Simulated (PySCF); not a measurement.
1-chloro-2-fluorocyclobutene (C₄H₄ClF), SMILES FC1=C(Cl)CC1. Heavy atoms are numbered as in [F:1][C:2]1=[C:3]([Cl:4])[CH2:5][CH2:6]1. Hydrogens are named by the atom that carries them.

The structure is a stationary point at PBE0-D3(BJ)/def2-SVP.

Level of theory: PBE/pcSseg-1 (PySCF).

GIAO shieldings, no solvent; atoms alike by connectivity are averaged. δ = σ(ref) − σ: ¹⁹F against CFCl3 (σ = 133.6 ppm); ¹³C against TMS (σ = 182.0 ppm); ³⁵Cl against HCl (σ = 936.5 ppm); ¹H against TMS (σ = 31.49 ppm), references at their B3LYP-D3(BJ)/def2-TZVP geometries, non-relativistic (without spin–orbit terms, shifts of atoms bonded to Cl or Br come out too high).

```
atoms     nucleus  count  δ (ppm)
--------  -------  -----  -------
F1            ¹⁹F      1   -112.7
C2            ¹³C      1      [?]
C3            ¹³C      1      [?]
C6 (CH2)      ¹³C      1      [?]
C5 (CH2)      ¹³C      1     31.2
Cl4          ³⁵Cl      1      [?]
H on C6        ¹H      2     2.91
H on C5        ¹H      2     2.45
```

Fill in the missing entries. (The exact figures need the calculation; the answer reports its results.)


- C6 (CH2), δ (ppm): 34.8
- C3, δ (ppm): 106.9
- Cl4, δ (ppm): 212.0
- C2, δ (ppm): 154.3
